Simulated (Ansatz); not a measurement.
Cost and result for the atomization energy of H6O2SiSn, SMILES `O[SiH2][O][SnH3]` (10 atoms, 9 bonds).

Cartesian coordinates in Å:
```
O -1.344 1.569 -0.460
Si 0.290 1.369 -0.375
O 0.720 0.068 0.491
Sn 0.209 -1.831 0.394
H -1.791 1.882 0.327
H 0.920 2.550 0.271
H 0.702 1.231 -1.794
H -1.208 -1.992 1.325
H 1.538 -2.646 1.072
H -0.036 -2.202 -1.251
```

The species carries charge 0 and has multiplicity 1. Correlated methods include outer-core shells of Sn, which these sets cover unevenly. Sn takes the def2 core potential. Geometry: relaxed with PBE0-D4/def2-TZVP. It is one conformer, not always the lowest. Program: Ansatz. All runs use 4 threads of an Arm Neoverse V1 on a shared host. Times are those of one run each, without the atoms' runs, and a repeat can differ threefold. Electronic energies, without spin–orbit coupling; frozen cores. CCSD(T)/CBS adds CCSD(T) − MP2 in def2-TZVPP to the MP2 limit, and its time is that of the two runs behind it. T1 = 0.013. With those shells the extrapolation isn't a true limit. B3LYP takes the VWN-RPA correlation (the form of Gaussian; ORCA's B3LYP/G).

CCSD(T)/CBS is a level of theory with its own doubt, some kJ/mol a heavy atom from the limit and from the frozen cores, so smaller differences don't rank the functionals.

```tsv
level	functions	wall time
revPBE-D4/def2-TZVPP	238	2.1 s
BLYP-D4/def2-TZVPP	238	2.4 s
PBE0-D4/def2-TZVPP	238	3.2 s
BHLYP-D4/def2-TZVPP	238	3.2 s
B3LYP-D4/def2-TZVPP (with forces)	238	4.8 s
r2SCANh-D4/def2-TZVPP	238	5.5 s
PBE-QIDH/def2-TZVPP	238	6 s
CCSD(T)/def2-SVP	102	6.5 s
B97M-V/def2-TZVPP	238	10 s
ωB97M-V/def2-TZVPP (with forces)	238	13 s
MP2/def2-QZVPP	446	20 s
CCSD(T)/def2-TZVPP	238	3.2 min
CCSD(T)/CBS(def2)	–	3.6 min
```

(1) What atomization energy does each give, and how far from CCSD(T)/CBS? (Estimate.)

## Answers

(1) Computed: 
```tsv
level	atomization (kcal/mol)	difference from CCSD(T)/CBS	per bond
revPBE-D4/def2-TZVPP	737.7	-32.2	-3.6
BLYP-D4/def2-TZVPP	754.0	-15.9	-1.8
PBE0-D4/def2-TZVPP	744.6	-25.3	-2.8
BHLYP-D4/def2-TZVPP	737.6	-32.3	-3.6
B3LYP-D4/def2-TZVPP (with forces)	756.4	-13.5	-1.5
r2SCANh-D4/def2-TZVPP	753.5	-16.4	-1.8
PBE-QIDH/def2-TZVPP	746.3	-23.6	-2.6
CCSD(T)/def2-SVP	699.2	-70.7	-7.9
B97M-V/def2-TZVPP	769.2	-0.7	-0.1
ωB97M-V/def2-TZVPP (with forces)	762.2	-7.7	-0.8
MP2/def2-QZVPP	765.1	-4.8	-0.5
CCSD(T)/def2-TZVPP	746.4	-23.5	-2.6
CCSD(T)/CBS(def2)	769.9	0.0	0.0
```

From PBE to PBE0 (25 % exact exchange), in def2-TZVPP and without D4, the atomization energy moves by −11.2 kcal/mol: exact exchange takes away binding that semilocal exchange gives to molecules. At CCSD(T), def2-SVP lies −70.7 kcal/mol from the extrapolated value and def2-TZVPP −23.5 kcal/mol: correlation converges slowly with the basis, and small sets miss more of it in the bonded molecule than in its fragments. The D4 term adds +7.9 kcal/mol with B3LYP and +4.2 kcal/mol with PBE0; it sums over pairs of atoms, weighted by their polarisabilities, and B3LYP, whose exchange is more repulsive, gets the larger term.

Spin–orbit coupling would lower the free Sn atoms strongly, and the atomization energy with them, by more than many differences here. For some Ge, Se and Sn compounds the MP2-based and the directly extrapolated limit differ by 10 to 25 kJ/mol.
